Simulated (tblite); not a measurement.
Species: C₆H₉O (doublet state).
Numbering: `[CH2:1]=[CH:2]/[C:3]([CH3:4])=[C:5]\[O:6][CH3:7]` (hydrogens: H8, H9 on C1; H10 on C2; H11, H12, H13 on C4; H14, H15, H16 on C7)

Structure optimised with GFN2-xTB, isolated species. This method treats the open shell by occupation alone, without spin polarisation.

**Question.** Give the optimised bond lengths and angles.

**Answer.** 
| bond | length (Å) | order |
| --- | --- | --- |
| C1=C2 | 1.332 | double |
| C2–C3 | 1.457 | single |
| C3–C4 | 1.506 | single |
| C3=C5 | 1.334 | double |
| C5–O6 | 1.301 | single |
| O6–C7 | 1.433 | single |
| C1–H8 | 1.077 | single |
| C1–H9 | 1.075 | single |
| C2–H10 | 1.082 | single |
| C4–H11, C4–H12, C4–H13 | 1.088 | single |
| C7–H14, C7–H15, C7–H16 | 1.091 | single |

Bonds in one row agree within 0.01 Å and their mean is given. Orders are formal, as drawn. A selection of angles:
| angle | degrees |
| --- | --- |
| C2–C1–H8 | 120.9 |
| C2–C1–H9 | 122.8 |
| H8–C1–H9 | 116.3 |
| C1–C2–C3 | 125.4 |
| C1–C2–H10 | 118.9 |
| C3–C2–H10 | 115.7 |
| C2–C3–C4 | 118.2 |
| C2–C3–C5 | 122.0 |
| C4–C3–C5 | 119.2 |
| C3–C4–H11 | 110.1 |
| C3–C4–H12 | 110.7 |
| H11–C4–H12 | 108.8 |
| H12–C4–H13 | 108.3 |
| C3–C5–O6 | 138.9 |
| C5–O6–C7 | 121.1 |
| O6–C7–H14 | 107.0 |
| O6–C7–H15 | 109.4 |
| O6–C7–H16 | 110.9 |
| H14–C7–H15 | 109.4 |

Torsions: C1–C2–C3–C4 -2° (synperiplanar); C2–C3–C5–O6 -25° (synperiplanar); C3–C5–O6–C7 -28° (synperiplanar). The mirror-image conformer, all signs reversed, is as good.

C3 (carbon bonded to 3 C) is planar (angles 122.0°, 119.2° and 118.2°, sum 359.3°, 0.07 Å off the plane of its three neighbours). C2 (carbon bonded to 2 C and H) is planar (angles 125.4°, 118.9° and 115.7°, sum 360.0°, 0.01 Å off the plane of its three neighbours). O6 (oxygen bonded to 2 C) is bent (angle 121.1°). C5 (carbon bonded to C and O) is bent (angle 138.9°). Of the pairs four or more bonds apart, C4···H9 is among the closest relative to their van der Waals radii: 2.65 Å, 91 % of the sum of Bondi's values. The 2 C–O bonds span 1.301 Å (C5–O6, drawn single) to 1.433 Å (O6–C7, drawn single), a spread of 0.132 Å. C1 (carbon bonded to C and 2 H) is planar (angles 122.8°, 120.9° and 116.3°, sum 360.0°, 0.00 Å off the plane of its three neighbours).

Point group: C1 (no symmetry element, even within 0.4 Å). Its GFN2-xTB frequencies are all real (lowest 90 cm⁻¹). 3 starts were optimised and ended at 0.00, 0.06 and 0.83 kcal/mol (GFN2-xTB); the lowest of these is shown.

Hardware: one thread, Intel Xeon at 2.50 GHz (x86_64), no GPU, on a shared host. Cost: 2.1 s wall. That covers the optimisation of the geometry.

These are computed values.
